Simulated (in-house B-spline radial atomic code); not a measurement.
Results of a calculation; reference values are marked as such.
# Mo in an electron gas of r_s = 2.67: phase shifts, screening, friction and resistivity

A nucleus sits in a uniform electron gas with a rigid positive background. The Kohn-Sham equations are solved self-consistently in the spin-unpolarised LDA (PW92), non-relativistic, on B-splines with outgoing waves at the boundary and partial waves to l = 8. The model has no lattice, no bands and no magnetic solution. Atomic units; δ_l are the phase shifts at the Fermi level, counted so that each bound state adds π, and good to about 0.0005. A narrow, partly filled d or f resonance in a thin gas would split by spin, so such rows rest on a solution that is probably unstable.

The density parameter is r_s = 2.67 bohr, near that of the valence electrons of Cu (1 per atom, density 8.96 g/cm³, mass 63.55 u, which gives r_s = 2.67).

| l | δ_l (rad) |
| --- | --- |
| 0 | 12.1425 |
| 1 | 9.3089 |
| 2 | 5.2041 |
| 3 | -0.0148 |
| 4 | -0.0018 |
| 5 | -0.0006 |
| 6 | -0.0004 |
| 7 | -0.0005 |
| 8 | -0.0004 |

Bound levels below the band bottom (hartree): s -16.23, p -13.26, d -7.803, s -1.798, p -0.9593 and deeper ones.

**Question.** Check the Friedel sum rule, and say where the screening charge sits.

**Answer.** k_F = (9π/4)^(1/3)/r_s = 0.71879. The rule is Z = (2/π) Σ (2l + 1) δ_l. The terms are s 7.730, p 17.779, d 16.565, f -0.066 and -0.027 beyond, in all 41.981 against Z = 42. Bound states hold 8 s, 18 p, 10 d electrons, so the scattering states carry 5.98 in all; where a term is smaller than its bound count, the bound level has drawn weight out of the band.

**Question.** Find the transport cross section and the electronic stopping of a 5 keV Mo ion (mass 95.95 u).

**Answer.** σ_tr = (4π/k_F²) Σ (l + 1) sin²(δ_l − δ_(l+1)). The terms for l = 0 to 3 are 0.0919, 1.3482, 2.2939, 0.0007, all together 3.7347, so σ_tr = 24.323 × 3.7347 = 90.838 bohr². With n = 3/(4π r_s³) = 0.01254, the friction coefficient is Q = n k_F σ_tr = 0.8189. For v well below v_F = 0.719, dE/dx = Q v; with 24801 eV per u at v = 1, v = √(5000/(24801 × 95.95)) = 0.0458, so dE/dx = 0.03754 hartree/bohr = 19.3 eV/nm. The largest term couples the d and f waves.

**Question.** What residual resistivity would 1 atomic per cent of such centres give in Cu?

**Answer.** Δρ = k_F n_i σ_tr/n in atomic units of 21.74 μΩ·cm. With one host atom per 1 electron, n_i/n = 0.01/1, so Δρ = 0.7188 × 0.01000 × 90.838 × 21.74 = 14.19 μΩ·cm. This is an atom added to the gas, as on an interstitial site.

**Question.** On a substitutional site the background of one host ion, a sphere holding 1 charge, is taken out. The phase shifts for l = 0 to 4 become 12.0588, 9.2556, 4.9526, -0.0224, -0.0034. What follows?

**Answer.** The Friedel sum is now 40.98, for Z − 1 = 41. The sum in σ_tr is 4.5926, so σ_tr = 111.70 bohr² and Δρ = 17.46 μΩ·cm per atomic per cent, 1.23 times the value above. A real host ion scatters too, so this model doesn't give zero even for the host's own atom.
